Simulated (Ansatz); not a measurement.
Geometry optimisation, RKS B3LYP/cc-pVDZ in Ansatz.

Input:

```yaml
crystal:
  periodic: [false, false, false]
  atoms:
    - { symbol: B, position_ang: [-0.027332, -0.228087, -0.072289] }
    - { symbol: O, position_ang: [-0.056021, -0.713335, 1.229411] }
    - { symbol: H, position_ang: [-0.957808, -0.759979, 1.574659] }
    - { symbol: "N", position_ang: [1.186389, -0.166045, -0.761266] }
    - { symbol: H, position_ang: [2.056027, -0.452439, -0.326] }
    - { symbol: H, position_ang: [1.264696, 0.160771, -1.714254] }
    - { symbol: Cl, position_ang: [-1.560672, 0.226094, -0.911731] }
    - { symbol: P, position_ang: [0.026196, 2.647369, 1.170399] }
    - { symbol: H, position_ang: [0.898028, 3.376749, 2.059992] }
    - { symbol: H, position_ang: [1.061236, 2.426745, 0.203797] }
    - { symbol: H, position_ang: [0.255761, 1.400558, 1.821282] }
basis:
  gaussian: { orbitals: cc-pVDZ }
hamiltonian:
  xc: b3lyp
relax:
  f_tol: 0.03
  max_steps: 50
```

Run as:

```bash
$ ansatz run input.yaml --threads 4 --pin off --max-ram 5120MiB --backend cpu --events-out ev --progress --plain --runs-dir out
```

Problem. Where does it end, and by what steps?

Solution. The run converged. The force dipped under the threshold on the way, but the program's further checks kept it going. After 35 steps the energy has fallen by 0.280 eV; H10 moved furthest, 2.03 Å.

```json
{"step": "0", "energy less start (eV)": "0.0000", "largest force component (eV/Å)": "0.885", "accepted": "yes"}
{"step": "2", "energy less start (eV)": "-0.2179", "largest force component (eV/Å)": "0.457", "accepted": "yes"}
{"step": "4", "energy less start (eV)": "-0.2457", "largest force component (eV/Å)": "0.224", "accepted": "yes"}
{"step": "6", "energy less start (eV)": "-0.2511", "largest force component (eV/Å)": "0.084", "accepted": "yes"}
{"step": "8", "energy less start (eV)": "-0.2533", "largest force component (eV/Å)": "0.107", "accepted": "yes"}
{"step": "10", "energy less start (eV)": "-0.2553", "largest force component (eV/Å)": "0.087", "accepted": "yes"}
{"step": "12", "energy less start (eV)": "-0.2568", "largest force component (eV/Å)": "0.097", "accepted": "yes"}
{"step": "14", "energy less start (eV)": "-0.2586", "largest force component (eV/Å)": "0.109", "accepted": "yes"}
{"step": "16", "energy less start (eV)": "-0.2615", "largest force component (eV/Å)": "0.049", "accepted": "yes"}
{"step": "18", "energy less start (eV)": "-0.2638", "largest force component (eV/Å)": "0.080", "accepted": "yes"}
{"step": "20", "energy less start (eV)": "-0.2638", "largest force component (eV/Å)": "0.243", "accepted": "no"}
{"step": "22", "energy less start (eV)": "-0.2675", "largest force component (eV/Å)": "0.087", "accepted": "yes"}
{"step": "24", "energy less start (eV)": "-0.2694", "largest force component (eV/Å)": "0.103", "accepted": "yes"}
{"step": "26", "energy less start (eV)": "-0.2727", "largest force component (eV/Å)": "0.250", "accepted": "yes"}
{"step": "28", "energy less start (eV)": "-0.2755", "largest force component (eV/Å)": "0.041", "accepted": "yes"}
{"step": "30", "energy less start (eV)": "-0.2760", "largest force component (eV/Å)": "0.216", "accepted": "no"}
{"step": "32", "energy less start (eV)": "-0.2781", "largest force component (eV/Å)": "0.104", "accepted": "yes"}
{"step": "34", "energy less start (eV)": "-0.2794", "largest force component (eV/Å)": "0.027", "accepted": "yes"}
{"step": "35", "energy less start (eV)": "-0.2799", "largest force component (eV/Å)": "0.029", "accepted": "yes"}
```

```xyz
11
Properties=species:S:1:pos:R:3
B -0.081 -0.818 -0.464
O -0.245 -0.158 0.724
H -1.133 -0.273 1.088
N 1.137 -0.785 -1.144
H 1.935 -0.277 -0.782
H 1.290 -1.258 -2.024
Cl -1.465 -1.749 -1.173
P 0.265 3.507 2.376
H 1.640 3.358 2.760
H 0.596 4.163 1.143
H 0.208 2.209 1.769
```

Whether the end is a true minimum wasn't checked by a vibrational analysis.

The run took 63 s on 4 threads of Arm Neoverse V2, on a shared host, peak memory 0.25 GiB.
